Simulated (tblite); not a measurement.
A geometry optimisation, step by step.

Species: C4H11BN2O.
Bonds: C1–C2, C2–B3, B3–N4, N4–C5, B3–N6, N6–C7, C7–O8 (double). Hydrogens: H9, H10, H11 on C1; H12, H13 on C2; H14 on N4; H15, H16, H17 on C5; H18 on N6; H19 on C7.

Computed with GFN2-xTB (tblite), gas phase: L-BFGS steps from a force-field or distance-geometry start until the largest atomic force falls under 0.01 eV/Å. 8 of its 155 geometries are shown.

Step 0: E = -687.6570 eV, largest atomic force 3.900 eV/Å
```
atom  x, y, z in Å  |  force x, y, z in eV/Å
C1     -2.157   -1.112   -0.007   -1.695  -0.581   0.578
C2     -1.069   -0.171    0.433    0.469   0.578   0.525
B3      0.243   -0.262   -0.462    1.547   1.208  -0.242
N4      0.671    1.044   -1.150   -1.651  -1.594   0.323
C5      0.371    2.083   -0.147   -0.011   1.301  -0.781
N6      1.302   -1.323   -0.305    1.268   0.046   1.036
C7      2.378   -1.018    0.578   -1.405   2.724   0.307
O8      2.478    0.062    1.222   -0.637  -3.271  -2.026
H9     -2.225   -1.944    0.730   -0.222   0.371  -0.799
H10    -3.147   -0.545   -0.004    1.098  -1.055  -0.136
H11    -1.956   -1.509   -1.003   -0.317  -0.030   0.164
H12    -0.728   -0.421    1.472   -0.566   0.460  -0.625
H13    -1.524    0.859    0.402    0.642  -1.069   0.331
H14    -0.007    1.191   -1.931    1.131  -0.087   0.455
H15    -0.580    2.586   -0.452    0.688   0.078   0.579
H16     1.204    2.812   -0.169   -0.435  -0.267  -0.023
H17     0.284    1.694    0.865    0.293   0.167  -0.159
H18     1.289   -2.245   -0.799    0.153   1.277   0.879
H19     3.163   -1.772    0.721   -0.351  -0.254  -0.386
```

Step 22: E = -689.4975 eV, largest atomic force 1.025 eV/Å
```
atom  x, y, z in Å  |  force x, y, z in eV/Å
C1     -2.174   -1.299    0.015   -0.255  -0.095   0.087
C2     -1.187   -0.269    0.617   -0.263  -0.161   0.084
B3      0.129   -0.119   -0.257   -0.288   0.434  -0.169
N4      0.524    1.060   -0.875    0.689  -0.032   0.020
C5      0.349    2.407   -0.317    0.369  -0.208  -0.149
N6      1.120   -1.218   -0.337    0.004  -0.069   0.052
C7      2.229   -1.043    0.401    0.049   0.219  -0.077
O8      2.476   -0.040    1.030    0.052   0.151   0.141
H9     -2.142   -2.206    0.614    0.022  -0.187  -0.227
H10    -3.217   -0.966    0.020    0.306   0.158   0.127
H11    -1.937   -1.530   -1.023    0.076  -0.067   0.117
H12    -0.845   -0.652    1.589   -0.310   0.244  -0.050
H13    -1.741    0.665    0.790    0.437  -0.200  -0.063
H14     1.421    0.974   -1.386   -0.902   0.261   0.412
H15    -0.598    2.931   -0.532    0.313  -0.578  -0.145
H16     1.186    2.952   -0.741   -0.168   0.615   0.181
H17     0.485    2.333    0.768   -0.118   0.249  -0.190
H18     0.967   -2.099   -0.785   -0.039  -0.315   0.010
H19     2.945   -1.873    0.401    0.025  -0.421  -0.161
```

Step 44: E = -690.1368 eV, largest atomic force 0.262 eV/Å
```
atom  x, y, z in Å  |  force x, y, z in eV/Å
C1     -2.112   -1.333   -0.027   -0.052   0.015  -0.007
C2     -1.218   -0.231    0.558    0.034   0.154  -0.002
B3      0.240   -0.011   -0.038    0.056  -0.074   0.148
N4      0.808    1.224   -0.288    0.164  -0.077  -0.189
C5      0.225    2.551   -0.385   -0.034  -0.143  -0.018
N6      1.078   -1.218   -0.170    0.143   0.056   0.027
C7      2.368   -1.362    0.203   -0.063  -0.009  -0.166
O8      3.063   -0.504    0.691    0.002   0.116  -0.078
H9     -1.869   -2.311    0.378    0.088  -0.008   0.084
H10    -3.153   -1.127    0.207   -0.066  -0.058   0.078
H11    -2.038   -1.409   -1.107    0.099   0.168  -0.132
H12    -1.030   -0.470    1.612   -0.195   0.059  -0.033
H13    -1.754    0.720    0.555   -0.132  -0.076  -0.029
H14     1.803    1.212   -0.472   -0.060   0.098   0.091
H15    -0.768    2.491   -0.836    0.022  -0.031   0.062
H16     0.848    3.179   -1.021   -0.015  -0.026   0.024
H17     0.126    3.044    0.588    0.074  -0.124   0.026
H18     0.603   -2.056   -0.470    0.047  -0.044   0.085
H19     2.771   -2.381    0.016   -0.110   0.003   0.028
```

Step 66: E = -690.3430 eV, largest atomic force 0.240 eV/Å
```
atom  x, y, z in Å  |  force x, y, z in eV/Å
C1     -2.051   -1.303   -0.090   -0.064  -0.086  -0.076
C2     -1.288   -0.126    0.510   -0.067  -0.072  -0.043
B3      0.247   -0.042    0.098    0.013   0.102   0.087
N4      0.847    1.163   -0.208    0.076   0.061  -0.115
C5      0.225    2.468   -0.307    0.081  -0.096   0.021
N6      1.044   -1.269    0.069    0.093   0.185   0.011
C7      2.391   -1.348    0.060   -0.060   0.102  -0.017
O8      3.153   -0.409    0.125   -0.031  -0.211  -0.109
H9     -1.601   -2.259    0.174   -0.006   0.024   0.019
H10    -3.084   -1.321    0.254   -0.017   0.022  -0.010
H11    -2.051   -1.210   -1.172   -0.052  -0.107  -0.093
H12    -1.375   -0.179    1.595    0.073  -0.011   0.113
H13    -1.803    0.788    0.219   -0.095   0.015   0.021
H14     1.847    1.178   -0.376   -0.110  -0.042   0.100
H15    -0.800    2.369   -0.671    0.120   0.062   0.013
H16     0.790    3.087   -1.007   -0.071   0.022   0.068
H17     0.193    2.966    0.669    0.044   0.018  -0.079
H18     0.551   -2.147    0.066   -0.008  -0.059   0.036
H19     2.753   -2.396   -0.012    0.082   0.071   0.053
```

Step 88: E = -690.4061 eV, largest atomic force 0.046 eV/Å
```
atom  x, y, z in Å  |  force x, y, z in eV/Å
C1     -2.067   -1.365   -0.136    0.011   0.001  -0.017
C2     -1.346   -0.160    0.476   -0.023   0.002   0.018
B3      0.203   -0.017    0.116   -0.014   0.007   0.002
N4      0.831    1.177   -0.173    0.013  -0.009   0.004
C5      0.303    2.515   -0.275    0.003  -0.002   0.014
N6      1.031   -1.225    0.163   -0.017  -0.010  -0.002
C7      2.361   -1.314   -0.025   -0.004  -0.018  -0.004
O8      3.115   -0.397   -0.262   -0.002  -0.014   0.001
H9     -1.586   -2.302    0.138   -0.014  -0.004   0.026
H10    -3.101   -1.409    0.204    0.025   0.005  -0.016
H11    -2.069   -1.294   -1.222    0.004  -0.001  -0.008
H12    -1.426   -0.230    1.565   -0.030  -0.007  -0.009
H13    -1.897    0.737    0.193    0.005   0.001   0.011
H14     1.838    1.134   -0.280    0.027   0.010  -0.036
H15    -0.746    2.491   -0.569    0.006  -0.013   0.022
H16     0.861    3.081   -1.022   -0.023  -0.010   0.001
H17     0.379    3.041    0.683    0.001   0.020  -0.008
H18     0.566   -2.100    0.356    0.011   0.040  -0.001
H19     2.740   -2.353    0.061    0.020   0.001   0.002
```

Step 110: E = -690.4168 eV, largest atomic force 0.045 eV/Å
```
atom  x, y, z in Å  |  force x, y, z in eV/Å
C1     -2.030   -1.367   -0.166   -0.002   0.001   0.007
C2     -1.349   -0.159    0.486    0.014   0.009  -0.009
B3      0.204   -0.004    0.139    0.009  -0.007  -0.017
N4      0.828    1.184   -0.183    0.011   0.008   0.006
C5      0.296    2.524   -0.248   -0.003   0.006  -0.003
N6      1.023   -1.216    0.192   -0.030  -0.012  -0.003
C7      2.345   -1.332   -0.036    0.008   0.029   0.009
O8      3.098   -0.439   -0.353   -0.008  -0.018   0.012
H9     -1.621   -2.305    0.205    0.009   0.001   0.000
H10    -3.098   -1.366    0.047   -0.010   0.000   0.003
H11    -1.900   -1.343   -1.246    0.003   0.007   0.007
H12    -1.464   -0.243    1.570   -0.013  -0.014   0.009
H13    -1.905    0.734    0.199    0.001   0.006  -0.015
H14     1.827    1.143   -0.354   -0.034  -0.011   0.027
H15    -0.787    2.497   -0.354    0.008  -0.005   0.002
H16     0.717    3.058   -1.101   -0.008  -0.017   0.001
H17     0.535    3.086    0.661    0.022  -0.002  -0.014
H18     0.554   -2.076    0.434    0.000   0.006   0.004
H19     2.716   -2.369    0.103    0.024   0.012  -0.026
```

Step 132: E = -690.4225 eV, largest atomic force 0.029 eV/Å
```
atom  x, y, z in Å  |  force x, y, z in eV/Å
C1     -2.019   -1.373   -0.181    0.003   0.005   0.003
C2     -1.363   -0.161    0.489    0.002   0.005   0.005
B3      0.196   -0.001    0.173   -0.005  -0.010  -0.007
N4      0.827    1.188   -0.126   -0.009  -0.005  -0.013
C5      0.305    2.526   -0.244    0.006   0.010   0.000
N6      1.016   -1.214    0.209    0.027  -0.001   0.011
C7      2.335   -1.324   -0.043   -0.007  -0.006  -0.018
O8      3.086   -0.420   -0.335   -0.004  -0.011   0.013
H9     -1.635   -2.308    0.224    0.003  -0.005   0.005
H10    -3.096   -1.364   -0.024   -0.008  -0.003   0.011
H11    -1.831   -1.364   -1.252   -0.007   0.002  -0.019
H12    -1.509   -0.246    1.570    0.001   0.004  -0.009
H13    -1.915    0.729    0.183    0.005  -0.008  -0.004
H14     1.827    1.139   -0.294   -0.001  -0.001   0.004
H15    -0.780    2.518   -0.167    0.013  -0.001   0.011
H16     0.584    2.958   -1.209   -0.007   0.005  -0.005
H17     0.705    3.170    0.545   -0.003   0.002   0.004
H18     0.550   -2.079    0.437    0.000  -0.007  -0.004
H19     2.707   -2.367    0.036   -0.008   0.023   0.012
```

Step 154: E = -690.4242 eV, largest atomic force 0.007 eV/Å
```
atom  x, y, z in Å  |  force x, y, z in eV/Å
C1     -2.033   -1.379   -0.180    0.001  -0.003   0.001
C2     -1.365   -0.161    0.465   -0.002  -0.001  -0.001
B3      0.195   -0.006    0.148    0.002   0.004   0.003
N4      0.828    1.186   -0.138   -0.001   0.004  -0.003
C5      0.311    2.527   -0.237   -0.004   0.003  -0.001
N6      1.018   -1.217    0.191   -0.002  -0.001   0.001
C7      2.345   -1.317   -0.021   -0.001  -0.002  -0.001
O8      3.099   -0.410   -0.292   -0.003  -0.003   0.001
H9     -1.622   -2.310    0.207    0.002  -0.001  -0.001
H10    -3.103   -1.383    0.022    0.003   0.003   0.002
H11    -1.891   -1.366   -1.259    0.004   0.000   0.004
H12    -1.505   -0.228    1.548   -0.002  -0.003  -0.002
H13    -1.915    0.726    0.147    0.000   0.001  -0.004
H14     1.828    1.137   -0.302   -0.002  -0.001   0.001
H15    -0.767    2.528   -0.091    0.006   0.003   0.002
H16     0.531    2.951   -1.220   -0.001   0.001   0.005
H17     0.763    3.172    0.522   -0.002  -0.005  -0.005
H18     0.552   -2.085    0.405   -0.002   0.000  -0.001
H19     2.721   -2.356    0.078    0.001   0.000  -0.001
```

Q: Summarise the path.

A: The energy falls by 266.99 kJ/mol from step 0 to step 154; nine tenths of that is first reached at step 45. It rises by more than 0.2 meV at step 14. The largest force goes from 3.900 to 0.007 eV/Å. Among the bonds B3–N4 changes most, from 1.537 to 1.379 Å; the atoms move by 1.059 Å rms after alignment.

Q: Follow the three bonds and two angles with the largest change from start to end.

A: 
```csv
step,E above end (kJ/mol),largest force (eV/Å),B3–N4 (Å),N6–C7 (Å),C1–H10 (Å),B3–N4–C5 (°),B3–N6–C7 (°)
0,266.99,3.900,1.537,1.426,1.141,103.7,116.4
7,179.36,0.647,1.444,1.347,1.089,108.4,114.7
13,132.12,1.191,1.418,1.356,1.089,119.5,116.6
20,96.08,0.642,1.398,1.348,1.093,122.1,116.2
27,70.39,0.352,1.380,1.349,1.085,128.7,114.5
33,58.68,0.389,1.383,1.347,1.084,129.2,114.1
40,35.72,0.372,1.381,1.347,1.093,132.7,123.1
47,24.33,0.347,1.381,1.345,1.092,130.8,130.1
54,17.71,0.247,1.381,1.348,1.093,126.9,128.8
60,11.87,0.240,1.382,1.350,1.084,125.8,126.5
67,7.31,0.215,1.382,1.349,1.085,127.9,126.3
74,3.32,0.172,1.382,1.351,1.092,129.7,127.1
80,2.17,0.079,1.379,1.348,1.090,130.1,127.7
87,1.79,0.058,1.380,1.347,1.089,130.6,127.4
94,1.50,0.059,1.380,1.347,1.088,130.4,127.4
100,1.17,0.078,1.380,1.346,1.089,130.3,127.8
107,0.76,0.030,1.380,1.347,1.089,130.0,127.7
114,0.62,0.034,1.380,1.348,1.089,130.2,127.8
121,0.37,0.055,1.379,1.346,1.088,130.4,127.8
127,0.22,0.030,1.379,1.346,1.089,130.8,127.5
134,0.15,0.026,1.379,1.347,1.089,130.9,127.7
141,0.10,0.023,1.379,1.347,1.088,131.1,127.6
147,0.04,0.018,1.379,1.347,1.089,131.0,127.6
154,0.00,0.007,1.379,1.347,1.089,130.8,127.6
```

What follows is the cost of the whole relaxation. The run took 1.0 s on one thread, Arm Neoverse V1 (aarch64), no GPU, on a shared host.
